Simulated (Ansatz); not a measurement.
## Ligand exchange: BH(CH3)Cl + AgF → BH(CH3)F + AgCl

Species: BH(CH3)Cl, singlet; AgF, singlet; BH(CH3)F, singlet; AgCl (silver chloride), singlet. The partners trade Cl for F: B–Cl and Ag–F bonds give way to B–F and Ag–Cl.

Shapes, held fixed at every level: PBE0-D4/def2-TZVP. Programs: Ansatz 0.2.0. The zero-point and thermal change to 298 K, harmonic and unscaled (PBE0-D4/def2-TZVP), is +2.6 kJ/mol.

```json
{"level": "SPW92/def2-TZVPP", "kind": "LDA", "ΔH(298 K) (kJ/mol)": "-164.5", "less CCSD(T)/def2-TZVPP": "+1.7", "CPU time (sum over the molecules)": "5.4 s"}
{"level": "r2SCAN-D4/def2-TZVPP", "kind": "meta-GGA", "ΔH(298 K) (kJ/mol)": "-160.1", "less CCSD(T)/def2-TZVPP": "+6.1", "CPU time (sum over the molecules)": "19 s"}
{"level": "r2SCAN0-D4/def2-TZVPP", "kind": "global hybrid", "ΔH(298 K) (kJ/mol)": "-170.6", "less CCSD(T)/def2-TZVPP": "-4.4", "CPU time (sum over the molecules)": "18 s"}
{"level": "B2PLYP/def2-TZVPP", "kind": "double hybrid", "ΔH(298 K) (kJ/mol)": "-164.4", "less CCSD(T)/def2-TZVPP": "+1.8", "CPU time (sum over the molecules)": "18 s"}
{"level": "MP2/def2-TZVPP", "kind": "perturbation theory", "ΔH(298 K) (kJ/mol)": "-167.9", "less CCSD(T)/def2-TZVPP": "-1.7", "CPU time (sum over the molecules)": "–"}
{"level": "CCSD(T)/def2-SVP", "kind": "coupled cluster or CI", "ΔH(298 K) (kJ/mol)": "-171.6", "less CCSD(T)/def2-TZVPP": "-5.4", "CPU time (sum over the molecules)": "7.8 s"}
{"level": "CCSD(T)/def2-TZVPP", "kind": "coupled cluster or CI", "ΔH(298 K) (kJ/mol)": "-166.2", "less CCSD(T)/def2-TZVPP": "0.0", "CPU time (sum over the molecules)": "66 s"}
```

The highest level, CCSD(T)/def2-TZVPP, gives ΔH(298 K) = -166.2 kJ/mol; the levels span -171.6 to -160.1. The column of differences is taken from that level and isn't an error. No measured value is set beside it here. For atoms past krypton def2 sets carry core potentials with scalar relativity. Correlated rows may include outer-core shells of Ag, which these sets cover unevenly. Times are processor times on shared x86 and Arm servers, and rough.
